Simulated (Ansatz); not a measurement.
One change: `[F][AlH][SeH]` becomes `[OH][Al]([F])[SeH]`.

Ansatz, PBE0-D4/def2-TZVP geometries, multiplicity 1. Each molecule was computed in one conformer, which needn't be the lowest.

Scalar relativity is left out up to krypton. Spin–orbit coupling is left out; it splits and shifts lone-pair levels of the heavy atoms by tenths of an eV.

```tsv
property	`[F][AlH][SeH]`
HOMO–LUMO gap (ωB97M-V/def2-TZVPP) / eV	10.33
HOMO energy (ωB97M-V/def2-TZVPP) / eV	-9.77
size of the dipole moment (ωB97M-V/def2-TZVPP) / D	1.63
HOMO–LUMO gap (PBE/def2-TZVPP) / eV	4.72
HOMO–LUMO gap (PBE0/def2-TZVPP) / eV	6.58
LUMO energy (B3LYP/def2-TZVPP) / eV	-1.27
```

Problem. Give the same properties after the change, and the shifts. (An estimate is asked.)

Solution. Ansatz gave: 
```
                                          property  `[OH][Al]([F])[SeH]`  shift
           HOMO–LUMO gap (ωB97M-V/def2-TZVPP) / eV                 10.52   0.19
             HOMO energy (ωB97M-V/def2-TZVPP) / eV                 -9.76   0.01
size of the dipole moment (ωB97M-V/def2-TZVPP) / D                  1.76   0.13
               HOMO–LUMO gap (PBE/def2-TZVPP) / eV                  4.77   0.05
              HOMO–LUMO gap (PBE0/def2-TZVPP) / eV                  6.78   0.20
               LUMO energy (B3LYP/def2-TZVPP) / eV                 -1.15   0.12
```

The zero-point energy changes by 18.3 kJ/mol with +3 modes. Dipoles are sizes alone; their direction can turn.

B3LYP here is the variant with VWN-RPA as its local correlation; programs differ in this.
